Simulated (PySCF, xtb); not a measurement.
TiOF₂, SMILES [O]=[Ti]([F])[F], multiplicity 1.

Harmonic wavenumbers (cm⁻¹) from GFN2-xTB (xtb 6.7.1) at its own minimum, in rising order: 131, 212, 255, 539, 613, 931.

Task: What does B3LYP-D3(BJ)/def2-SVP run with PySCF give at its own minimum? (The exact figures need the calculation; the answer reports its results.)

Result: 80, 207, 279, 705, 815, 1123. Paired by order, the mean absolute difference is 107 cm⁻¹ and the zero-point energies are 3.8 and 4.6 kcal/mol.
